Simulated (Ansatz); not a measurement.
Mulliken charges of CH4GaSe (`[CH3][Ga][SeH]`) radical from PBE/def2-TZVPP in Ansatz (PBE0-D4/def2-TZVP geometry).

```csv
atom,x (Å),y (Å),z (Å),charge (e)
C1,-1.030,0.699,-0.380,-0.369
Ga2,-0.092,-0.802,0.541,0.213
Se3,2.267,-0.810,0.350,-0.229
H4,-0.667,1.642,0.036,0.107
H5,-0.782,0.662,-1.443,0.107
H6,-2.111,0.639,-0.255,0.108
H7,2.415,-2.031,1.151,0.063
```

**Question.** By hand: the dipole of these point charges (1 e Å = 4.8032 D).

**Answer.** Σ q r = (-0.390, -0.056, 0.070) e Å, of length 0.400 e Å = 1.92 D.

**Question.** How does the dipole of the full density compare? (An estimate is asked.)

**Answer.** Computed: (-0.282, 0.026, 0.006) e Å, 1.36 D; the point charges give 1.41 times that, at 16° from its direction.

Point charges leave out the atoms' own dipoles, such as those of lone pairs, and Mulliken's split depends on the basis, so the two needn't agree.
